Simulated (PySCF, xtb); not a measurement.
CH8N2Si, SMILES [SiH](C)(N)N.

xtb with GFN2-xTB at its own geometry gives an orbital gap of 6.46 eV and a dipole moment of 2.14 D.

The structure is a stationary point at B3LYP-D3(BJ)/def2-SVP. One conformer was computed; it need not be the lowest.

Q: What does B3LYP/def2-TZVP (PySCF) give? (An estimate is asked for; the answer gives what the named calculation found.)

A: gap 7.07 eV (levels -6.57 and 0.50 eV), dipole 2.01 D.
